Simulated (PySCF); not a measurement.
## Cu+ (copper, charge +1): UHF calculation

Configuration: [Ar] 3d10, closed-shell 1S. All numbers are calculated (PySCF 2.14, scalar relativity by spin-free X2C-1e, in aug-cc-pVTZ-DK).

```json
{
  "Total energy": "-1652.907171 hartree",
  "One-electron energy": "-2298.5387 hartree",
  "Hartree (Coulomb) energy": "712.0978 hartree",
  "Exchange energy": "-66.4662 hartree",
  "⟨S²⟩": "0.0000",
  "⟨L²⟩": "0.000",
  "Sum of ⟨r⟩": "17.58 bohr",
  "Sum of ⟨r²⟩": "18.61 bohr²",
  "Langevin diamagnetic susceptibility": "-14.7 ×10⁻⁶ cm³/mol"
}
```

```tsv
shell	electrons	mean orbital energy (hartree)	rms radius, mean of both spins (bohr)
1s	2	-332.79091	0.0601
2s	2	-41.96818	0.254
2p	6	-36.11532	0.228
3s	2	-5.47097	0.767
3p	6	-3.68266	0.819
3d	10	-0.80271	1.14
```

Densities and radii are taken from the X2C orbitals without a picture-change correction, which distorts them close to the nucleus.
